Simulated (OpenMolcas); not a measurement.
V2+ in NaCl: curves along the breathing mode

V2+ with its 6 nearest chloride ions, on the Na site of NaCl (a = 5.64056 Å, distance in the model lattice 2.820 Å). The rest of the host is ab initio model potentials to 7.6 Å, with orthogonalisation functions on the cations behind the ligands, and point charges beyond; the distance is set by hand and nothing relaxes, and no local charge compensation is placed. Ligand basis ANO-RCC-VDZP.

```json
{
  "Program": "OpenMolcas",
  "Method": "CASSCF",
  "Basis": "ANO-RCC-VDZP [5s4p2d1f]",
  "Scalar Hamiltonian": "DKH2, point nucleus",
  "Active space": "3 electrons in 5 orbitals (3d)",
  "State averaging": "2S+1 = 4 even, 10 roots; 2S+1 = 2 even, 40 roots",
  "Spin-orbit coupling": "state interaction with AMFI integrals over the reference wave functions"
}
```

Spin-free energies (labels of O, the rotations of Oh) in cm-1 above the lowest fitted minimum, as all ligands move together:

```csv
R (Å),4A2,4T2,4T1,2E,2T1,2A1,2T2
2.47,740,9320,15030,16570,17370,22810,22290
2.528,-20,7530,12730,15840,16630,21130,21180
2.586,580,7230,11940,16450,17220,20930,21390
2.645,2350,8230,12470,18230,18970,22000,22730
2.703,5070,10290,14120,20950,21650,24140,25010
2.761,8650,13290,16740,24500,25170,27200,28150
2.819,12980,17130,20240,28820,29430,31090,32050
```

Cubic fits give the following; the wavenumber is harmonic, with the mass of all moving ligands, small differences in it between states hang on the degree of the fit, a number in brackets counts states of one label, and the table is a selection of at most 14 states with clean curves.

```
 State  R0 (Å)  Breathing mode (cm-1)  Minimum (cm-1)
   4A2   2.530                    247               0
   4T2   2.571                    249            7180
   4T1   2.592                    247           11930
    2E   2.529                    246           15860
   2T1   2.530                    245           16650
   2A1   2.567                    249           20850
   2T2   2.548                    238           21130
4T1(2)   2.583                    253           22990
2T2(2)   2.562                    254           23580
2T1(2)   2.565                    249           24300
 2E(2)   2.565                    249           26030
2T1(3)   2.576                    246           28400
2T1(4)   2.600                    251           30890
2T2(3)   2.596                    248           31700
```

The minimum of 4T2 is shifted by +0.0403 Å against 4A2 (from the unrounded fits). With M = 212.7 u for the moving shell, the Huang-Rhys factor in this mode is S = M ω ΔR² / 2ħ = 0.01483 × 212.7 × 247 × 0.0403² = 1.27. Only the first shell moves, against a rigid host.

Without dynamic correlation the repulsion within the d shell is too large (B by tens of per cent), so at a given field states of lower spin stand too high. Ligand-to-metal charge-transfer states are missing. With no ligand orbital active B as a rule stays too high, so bands that hang on it stand too high and its fall with covalency is understated. With metal d orbitals alone and no dynamic correlation the field as a rule comes out too small, by tens of per cent, by up to half for chloride and softer ligands. No measured value stands beside these numbers.
